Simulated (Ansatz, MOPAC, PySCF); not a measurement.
Molecule: SiH5 (charge -1, singlet). SMILES: [SiH5-]
Coordinates optimised at B3LYP-D3(BJ)/def2-TZVP (Ansatz, a first-principles code):
```
Si
H 1 1.5303
H 1 1.5303 2 120.00
H 1 1.5303 2 120.00 3 180.00
H 1 1.6158 2 90.00 3 90.00
H 1 1.6158 2 90.00 5 -180.00
```
Charge -1, spin multiplicity 1.

Unscaled harmonic wavenumbers (cm⁻¹) in rising order, each level at the stationary point that it reaches from this structure (no distance between atoms moves by over 0.3 Å); the order of modes can differ between levels, and a negative number is imaginary. B3LYP-D3(BJ)/def2-TZVP (PySCF, at the structure above): 524, 524, 986, 1038, 1038, 1206, 1206, 1360, 1502, 1923, 1923, 1956.

AM1 (MOPAC): 539, 539, 883, 883, 953, 1090, 1090, 1833, 1985, 2112, 2112, 2149. Zero-point energy 23.1 against 21.7 kcal/mol; where all levels lie over 400 cm⁻¹, the wavenumbers are on average 1.041 times those of B3LYP-D3(BJ)/def2-TZVP.

PM3 (MOPAC): 567, 567, 748, 748, 807, 943, 943, 1717, 1809, 1888, 1903, 1903. Zero-point energy 20.8 against 21.7 kcal/mol; where all levels lie over 400 cm⁻¹, the wavenumbers are on average 0.950 times those of B3LYP-D3(BJ)/def2-TZVP.

PM7 (MOPAC): 522, 522, 1049, 1049, 1095, 1156, 1156, 1810, 1872, 2116, 2116, 2184. Zero-point energy 23.8 against 21.7 kcal/mol; where all levels lie over 400 cm⁻¹, the wavenumbers are on average 1.078 times those of B3LYP-D3(BJ)/def2-TZVP.

HF/6-31G* (Ansatz): 588, 588, 1103, 1150, 1150, 1319, 1319, 1434, 1609, 2040, 2040, 2097. Zero-point energy 23.5 against 21.7 kcal/mol; where all levels lie over 400 cm⁻¹, the wavenumbers are on average 1.091 times those of B3LYP-D3(BJ)/def2-TZVP.
